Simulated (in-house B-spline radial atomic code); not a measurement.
Results of a calculation; reference values are marked as such.
## the aluminium ion Al³⁺ at several levels of theory

Ground configuration [He] 2s2 2p6. All numbers come from a B-spline radial code for spherical atoms, all electrons, at the radial basis limit. Mean-field, RPA, GW and linear-response runs are scalar-relativistic (one-electron X2C), no spin-orbit coupling, without Breit or QED terms, open shells spin-polarised at highest spin; the many-body runs on Dirac-Hartree-Fock orbitals are four-component, and their energies hold both.

**Ionisation energy.** The reference is 119.992 ± 0.0019 eV (NIST, measured). It runs between the lowest fine-structure levels, while the runs without spin-orbit coupling give shell averages, so part of their difference is this splitting, and a close match can be a cancellation.

```
                                              method  value (eV)  minus reference (eV)
                    minus the highest LDA VWN5 level      104.21                -15.78
                         minus the highest PBE level      104.12                -15.88
                                         G0W0 on PBE      119.70                 -0.29
                      minus the highest r2SCAN level      105.72                -14.27
                        minus the highest PBE0 level      108.83                -11.16
                                        G0W0 on PBE0      119.95                 -0.04
             minus the highest B3LYP (VWN-RPA) level      108.11                -11.89
                   minus the highest CAM-B3LYP level      110.11                 -9.88
                     minus the highest LC-wPBE level      110.05                 -9.95
                minus the highest Hartree-Fock level      121.69                 +1.70
                                G0W0 on Hartree-Fock      120.44                 +0.45
Dirac-Fock + self-energy with TDHF screening (2p3/2)      120.01                 +0.02
```

(1) Which methods come closest, and which lies farthest off?

**Static dipole polarisability and C6** of two like species, by linear response (no reference value is at hand):

```tsv
method	α (bohr³)	C6 (hartree·bohr⁶)
LDA VWN5	0.2832	0.2652
PBE	0.2828	0.2644
PBE0	0.2773	0.2581
B3LYP (VWN-RPA)	0.2789	0.2596
CAM-B3LYP	0.2795	0.2603
LC-wPBE	0.2828	0.2645
TDHF	0.2649	0.2438
relativistic RPA (four-component TDHF)	0.2649	0.2437
```

(2) What mean excitation energy do α and C6 imply in London's formula C6 = (3/4) α² ω?

Run times on one thread of shared hosts: mean field, RPA, SOSEX and G0W0 on PBE, 1.5 s (Arm Neoverse N1); TDDFT with PBE, 0.4 s (Arm Neoverse N1); removal energies by the self-energy, 7.9 s (Intel Xeon Platinum 8488C).

Results:

(1) Closest: Dirac-Fock + self-energy with TDHF screening (2p3/2) (+0.02 eV) and G0W0 on PBE0 (-0.04 eV). Farthest: minus the highest PBE level (-15.88 eV). The TDHF-screened form was chosen among four for its agreement on 13 closed-shell atoms.

(2) LDA VWN5: ω = 4.409 hartree; relativistic RPA (four-component TDHF): ω = 4.631 hartree. A method that puts the excitations lower gives a larger α and a smaller ω.
